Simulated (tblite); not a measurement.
C4H2BrClO2S2.
Numbering: `[O:1]=[S:2](=[O:3])([Cl:4])[c:5]1[cH:6][c:7]([Br:8])[cH:9][s:10]1` (hydrogens: H11 on C6; H12 on C9)

Computed with GFN2-xTB (tblite), gas phase: L-BFGS steps from a force-field or distance-geometry start until the largest atomic force falls under 0.01 eV/Å.

Step 29: E = -892.9926 eV
```
atom  x, y, z in Å  |  force x, y, z in eV/Å
O1     -2.6602   -0.4550    1.4281    0.010   0.032  -0.018
S2     -2.1806   -0.1606    0.1202   -0.037   0.063   0.060
O3     -2.5478   -0.9862   -0.9780    0.001  -0.015  -0.018
Cl4    -2.7661    1.7428   -0.3116    0.024  -0.073  -0.006
C5     -0.4344    0.0269    0.1550   -0.003  -0.025  -0.069
C6      0.4598   -0.6020   -0.6524    0.053   0.002  -0.007
C7      1.7796   -0.2254   -0.3149    0.030   0.012   0.017
Br8     3.3017   -0.9322   -1.1675   -0.039   0.052  -0.010
C9      1.8424    0.6782    0.7069   -0.001  -0.007   0.006
S10     0.2814    1.0714    1.3071    0.043  -0.014  -0.032
H11     0.2005   -1.2861   -1.4407   -0.036   0.019   0.063
H12     2.7248    1.1275    1.1217   -0.044  -0.046   0.015
```

Step 30: E = -892.9936 eV
```
atom  x, y, z in Å  |  force x, y, z in eV/Å
O1     -2.6673   -0.4441    1.4306    0.001   0.045  -0.026
S2     -2.1816   -0.1609    0.1225   -0.025   0.049   0.060
O3     -2.5445   -0.9945   -0.9711    0.000  -0.025  -0.015
Cl4    -2.7595    1.7381   -0.3351    0.021  -0.064   0.008
C5     -0.4353    0.0223    0.1642    0.010  -0.017  -0.074
C6      0.4579   -0.5998   -0.6491    0.048  -0.003  -0.031
C7      1.7782   -0.2245   -0.3156    0.025   0.031   0.024
Br8     3.2968   -0.9209   -1.1777   -0.008   0.031  -0.031
C9      1.8441    0.6749    0.7090   -0.011   0.002   0.032
S10     0.2849    1.0616    1.3181    0.038   0.004  -0.015
H11     0.1993   -1.2758   -1.4431   -0.058  -0.014   0.042
H12     2.7281    1.1229    1.1211   -0.042  -0.039   0.025
```

Step 31: E = -892.9945 eV
```
atom  x, y, z in Å  |  force x, y, z in eV/Å
O1     -2.6752   -0.4326    1.4327   -0.006   0.052  -0.020
S2     -2.1825   -0.1611    0.1249    0.002   0.011   0.033
O3     -2.5408   -1.0033   -0.9641    0.001  -0.021   0.002
Cl4    -2.7514    1.7322   -0.3568    0.010  -0.037   0.014
C5     -0.4357    0.0181    0.1719    0.021   0.000  -0.055
C6      0.4568   -0.5970   -0.6469    0.026  -0.004  -0.042
C7      1.7773   -0.2229   -0.3163    0.015   0.035   0.017
Br8     3.2918   -0.9104   -1.1877    0.026   0.014  -0.051
C9      1.8454    0.6718    0.7115   -0.014   0.004   0.046
S10     0.2886    1.0521    1.3286    0.007   0.017  -0.003
H11     0.1965   -1.2658   -1.4450   -0.067  -0.046   0.015
H12     2.7304    1.1183    1.1210   -0.021  -0.024   0.043
```

Task: Estimate the geometry and energy of step 32. (The exact step hangs on the optimiser's Hessian estimate; all steps are aligned on step 31, rigid shifts and turns removed.)

Result: E = -892.9953 eV, largest force 0.092 eV/Å
```
atom  x, y, z in Å  |  force x, y, z in eV/Å
O1     -2.6839   -0.4201    1.4345   -0.007   0.054  -0.009
S2     -2.1830   -0.1616    0.1275    0.028  -0.028  -0.005
O3     -2.5366   -1.0129   -0.9566    0.003  -0.012   0.024
Cl4    -2.7423    1.7256   -0.3778   -0.002  -0.006   0.014
C5     -0.4356    0.0141    0.1788    0.025   0.018  -0.026
C6      0.4561   -0.5940   -0.6458   -0.001  -0.001  -0.041
C7      1.7767   -0.2204   -0.3170    0.005   0.027   0.000
Br8     3.2872   -0.9004   -1.1982    0.049   0.006  -0.061
C9      1.8463    0.6688    0.7147   -0.010  -0.002   0.045
S10     0.2923    1.0427    1.3395   -0.032   0.020  -0.001
H11     0.1920   -1.2564   -1.4470   -0.063  -0.067  -0.005
H12     2.7321    1.1138    1.1216    0.005  -0.008   0.064
```

The energy changes by -0.0008 eV. The first-order estimate −F·Δx gives -0.0011 eV and the mean of the old and new forces, exact on a quadratic surface, -0.0008 eV. The step makes an angle of 81° with the force vector and moves no atom by more than 0.024 Å.

The cost below is that of the whole relaxation. Hardware: Arm Neoverse V1, one thread, shared host with 32 logical CPUs at a one-minute load of 6.2. Cost: 0.84 s wall.
